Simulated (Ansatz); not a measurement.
Mulliken charges of `[CH3][Zn][CH](F)S` from PBE/def2-TZVPP in Ansatz (PBE0-D4/def2-TZVP geometry).

```tsv
atom	x (Å)	y (Å)	z (Å)	charge (e)
C1	-0.457	0.333	2.111	-0.425
Zn2	-0.089	-0.247	0.303	0.178
C3	0.311	-0.772	-1.555	0.096
F4	-0.834	-1.169	-2.252	-0.198
S5	1.187	0.534	-2.420	-0.166
H6	0.387	0.110	2.767	0.104
H7	-0.638	1.410	2.147	0.104
H8	-1.340	-0.173	2.508	0.104
H9	1.011	-1.612	-1.604	0.101
H10	0.464	1.588	-2.004	0.100
```

Question: By hand: the dipole of these point charges (1 e Å = 4.8032 D).

Answer: Σ q r = (0.159, 0.019, 0.265) e Å, of length 0.310 e Å = 1.49 D.

Question: How does the dipole of the full density compare? (An estimate is asked.)

Answer: Computed: (0.053, 0.062, 0.416) e Å, 2.04 D; the point charges give 0.73 times that, at 24° from its direction.

Point charges leave out the atoms' own dipoles, such as those of lone pairs, and Mulliken's split depends on the basis, so the two needn't agree.
